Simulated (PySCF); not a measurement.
Oxygen: a sound run and one with changed settings

Sound run: O²⁺ [He] 2s2 2p2, O³⁺ [He] 2s2 2p1. All numbers are calculated (PySCF 2.14, no relativity, point nucleus, in aug-cc-pVDZ (4s3p2d, 23 functions)). In the sound run the correlated levels freeze 1s2. The sound run starts from symmetry-adapted Hartree-Fock orbitals and uses a fine grid where one is needed.

A second run was set up differently.

```csv
species,method,sound run (hartree),changed run (hartree),converged
O²⁺,UHF,-73.08344,-72.10797,yes
O²⁺,PBE,-73.17651,-72.17774,yes
O²⁺,B3LYP,-73.25861,-72.25581,yes
O²⁺,MP2,-73.13977,-72.11973,yes
O²⁺,CCSD(T),-73.16313,-72.12986,yes
O³⁺,UHF,-71.07568,-70.03453,yes
O³⁺,PBE,-71.14231,-70.08198,yes
O³⁺,B3LYP,-71.21785,-70.15541,yes
O³⁺,MP2,-71.12648,-70.05893,yes
O³⁺,CCSD(T),-71.15842,-70.07898,yes
```

Ionisation energy of O²⁺:

| method | sound run (eV) | changed run (eV) |
| --- | --- | --- |
| UHF | 54.634 | 56.421 |
| PBE | 55.353 | 57.029 |
| B3LYP | 55.532 | 57.155 |
| MP2 | 54.785 | 56.077 |
| SCS-MP2 | 54.682 | 56.008 |
| CCSD | 54.546 | 55.807 |
| CCSD(T) | 54.551 | 55.807 |

Question: What was changed?
A. minimal basis
B. all electrons correlated in a valence basis
C. too few SCF iterations
D. a valence shell is frozen

Answer: A. It used basis STO-3G. A minimal basis cannot let orbitals breathe on ionisation and holds almost no correlation.
